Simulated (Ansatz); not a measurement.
`[O]=[GeH2]`, charge 0, multiplicity 1.

Give a relaxed structure at PBE0-D4/def2-TZVP (Ansatz). (An estimate is asked.)

Ansatz gave: 
Cartesian coordinates in Å:
```
O 0.534 -1.559 -0.050
Ge 0.005 -0.016 -0.001
H 0.391 1.048 -1.048
H -0.931 0.526 1.098
```
Point group C2v.
